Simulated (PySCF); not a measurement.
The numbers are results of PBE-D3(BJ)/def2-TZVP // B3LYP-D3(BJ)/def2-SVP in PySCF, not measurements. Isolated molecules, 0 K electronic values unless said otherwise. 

Reference species (SMILES): `Cc1cc2cccc([SiH3])c2s1` (neutral, multiplicity 1).

```
Item              Value
-------------  --------
HOMO           -5.45 eV
LUMO           -1.80 eV
HOMO–LUMO gap   3.65 eV
```

Changed species: `Cc1c([SiH3])ccc2ccsc12`.

Give the shifts of the HOMO, LUMO and HOMO–LUMO gap.

the HOMO increases by 0.03 eV, to -5.42 eV; the LUMO falls by 0.15 eV, to -1.95 eV; the HOMO–LUMO gap falls by 0.18 eV, to 3.47 eV.
